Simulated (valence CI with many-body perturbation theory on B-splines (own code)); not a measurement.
# W43+: key properties

Computed by valence CI with perturbative core correlation (CI+MBPT): three valence electrons over a frozen Dirac-Fock core [Ar] 3d10, radial functions for each j: 9 s, 9 p, 8 d, 6 f, 3 g, 1 h, with the one-electron correlation potential Σ1, the two-electron term Σ2, the three-electron term Σ3, Breit, model QED; selected CI, second order for the rest, scaled by the run's own slope (own B-spline code, finite nucleus).

The last digits are not significant, and no measured levels were compared; by estimate large intervals hold to a few tenths of a per cent, small ones and those within an open d or f shell to about a per cent.

Levels are named by their leading jj configuration (3d3/2^4 stands for four electrons in 3d with j = 3/2), which in mixed levels can hold well under half, so a name can repeat and another be missing.

Rates and lifetimes use the calculated energies. Strong lines usually hold to 10 to 20 %, long lifetimes can be off by a factor of two.

**Question.** What is the ground level?

**Answer.** (4s^2 4p1/2) J=1/2, composition 100 % 4s2.4p 2P°, g = 0.659.

**Question.** Among levels below 34.527 Ry, which E1 lines absorb most strongly from the ground level?

**Answer.** to (4s^2 4d3/2) J=3/2 at 4.789 nm, f = 0.827; to (4s 4p1/2 4p3/2) J=3/2 at 6.136 nm, f = 0.403; to (4s 4p1/2 4p3/2) J=1/2 at 6.060 nm, f = 0.381.

**Question.** Name the longest-lived excited levels whose lifetime is computed, and their main decay.

**Answer.** (4s 4p3/2 4d5/2) J=9/2 at 33.211 Ry lives 248 ns, mostly by M1 to (4s 4p1/2 4d5/2) J=7/2; (4s^2 4p3/2) J=3/2 at 7.217 Ry lives 217 ns, mostly by M1 to (4s^2 4p1/2) J=1/2.

**Question.** What are the static dipole polarisabilities of the lowest levels?

**Answer.** (4s^2 4p1/2) J=1/2 0.0318 bohr³, of which the core gives 0.00209.

**Question.** How well does LS coupling describe the low levels?

**Answer.** Among the lowest 20 levels the leading LS term, summed over configurations, holds 66 % on average. For single configurations the figures are 63 % in LS and 92 % in jj coupling. Terms mix most in the J = 5/2 level at 26.739 Ry, where the leading one holds 38 %.
